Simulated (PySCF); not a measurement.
Working out the excitation energy of C²⁺

C²⁺ [He] 2s2 (1S) → C²⁺ [He] 2p2 (3P). Computed with PySCF 2.14 in ANO-RCC-VTZP (4s3p2d1f, 30 functions), with the spin-free X2C one-electron Hamiltonian (Gaussian nucleus). Frozen: 1s2. Energies in hartree (1 hartree = 27.21139 eV):

```
            part  C²⁺ (lower)  C²⁺ (upper)
             UHF   -36.423210   -35.857101
CCSD correlation    -0.073541    -0.009076
             (T)     0.000000     0.000000
```

What does Hartree-Fock give?

(-35.857101) − (-36.423210) = 0.566109 hartree = 15.405 eV.

What do CCSD and CCSD(T) give?

The CCSD correlation energies differ by 0.064465 hartree = 1.754 eV and the triples by 0.000000 hartree = 0.000 eV, so CCSD gives 17.159 eV and CCSD(T) 17.159 eV.

The coupled-cluster amplitudes are large, so a single reference is strained.
